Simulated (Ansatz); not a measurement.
Consider the formal exchange of groups at a B–Br bond: `NCBBr` + `F/C=C/F` → `NCB/C=C/F` + `FBr`.

Calculated with Ansatz (gas phase, PBE0-D4/def2-TZVP geometries, no zero-point term in ΔE). CCSD(T)/CBS adds triple-zeta CCSD(T) − MP2 to the extrapolated MP2 energy (def2 sets, frozen cores). Double bonds are as drawn, so ΔE can hold a change between cis and trans. For Br outer-core shells are correlated without core-valence functions, which leaves a few kJ/mol of doubt a bond. Scalar relativity is left out up to krypton. Each species was taken in one conformer, which may not be the lowest.

```tsv
species	MP2/CBS(def2) energy (Eh)
`NCBBr`	-2693.83674
`F/C=C/F`	-276.79078
`NCB/C=C/F`	-297.53409
`FBr`	-2673.01302
```

Q: Work out ΔE.

A: ΔE = (-297.53409) + (-2673.01302) − (-2693.83674) − (-276.79078) = 0.08041 Eh = +211.1 kJ/mol. CCSD(T)/CBS gives +204.0 kJ/mol.

Largest T1 diagnostic among the species: 0.012.

In def2-TZVPP, CCSD(T) changes the Hartree–Fock value by −13.7 kJ/mol (the triples alone add −3.2 kJ/mol) and MP2 by −6.6 kJ/mol. From PBE to PBE0 (25 % exact exchange), in def2-TZVPP and without D4, ΔE moves by +14.0 kJ/mol.
